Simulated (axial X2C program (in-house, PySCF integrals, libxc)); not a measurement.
**How long does CuC take?**

A bond scan computed with an in-house all-electron X2C program for linear molecules (integrals from PySCF). Basis: Cu dyall-cv3z [9s9p6d3f2g], C dyall-v3z [7s6p2d1f] (cores contracted in-house).

The run was started with this input:
```json
{"zs": [29, 6], "q": 0, "bas": ["dyall-cv3z", "dyall-v3z"], "levels": ["PBE0", "HF", "LDA"], "cc": true, "r0": 1.82, "thr": -2.0, "nmax": 90, "npts": 10, "nst": 2, "ntry": 6}
```
```bash
python so2c.py task.json out
```

Keys: zs atomic numbers; q charge; bas basis sets; levels methods; cc coupled cluster on or off; r0 starting distance in Å; thr threshold in hartree for freezing inner shells (an s shell follows its p shell); nmax most natural virtual spinors; npts points on the curve; nst determinants followed; ntry starts of the search. HF also brings MP2.

Hardware: 1 thread of Intel(R) Xeon(R) Processor @ 2.30GHz, with other jobs on the host.

Wall time of one point of each curve, integrals apart:

```csv
Hamiltonian,level,points,seconds a point
spin-free,PBE0,10,0.59
spin-free,HF,10,0.26
spin-free,"CCSD(T) (15 electrons, 89 virtuals)",7,18
spin-free,LDA,10,0.25
2c,PBE0,10,0.68
2c,HF,10,0.36
2c,"CCSD(T) (15 electrons, 90 virtuals)",7,20
2c,LDA,10,0.28
```

The rest:

Search with its distance optimisation 19 s, atoms 19 s, whole task 340 s. Coupled cluster runs on the points near the minimum only. The program drops outer points, and coupled cluster, when its time limit (not in the input) nears; MP2, further determinants and curves that did not converge are not in the table.
